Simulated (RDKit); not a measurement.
A run for RDKit: UFF on C2H4S (a complex), monomers drawn apart or pushed together.

```python
from rdkit import Chem
from rdkit.Chem import AllChem, rdDetermineBonds

blocks = [
'''4

C    -0.51234001    0.75207879    0.16926741
C    -0.53787904   -0.43811175    0.04183468
H    -0.48873917    1.80894133    0.28203755
H    -0.55901637   -1.49513684   -0.06996272
''',
'''3

S     0.88416252   -0.31588944    3.45542670
H    -0.36959385   -0.33131576    3.93525612
H     0.46200822   -0.11838039    2.19440821
''',
]
mol = None
for b in blocks:
    f = Chem.MolFromXYZBlock(b)
    rdDetermineBonds.DetermineBonds(f, charge=0)
    mol = f if mol is None else Chem.CombineMols(mol, f)
Chem.SanitizeMol(mol)
print(Chem.MolToSmiles(Chem.RemoveHs(mol)))
ff = AllChem.UFFGetMoleculeForceField(mol, vdwThresh=100.0, ignoreInterfragInteractions=False)
e = ff.CalcEnergy()
print(f'UFF energy {e:.6f} kcal/mol')
```

The log:

```
C#C.S
UFF energy 6.300016 kcal/mol
```

The run finished.

Cost: around 0.020 core-seconds (rough).
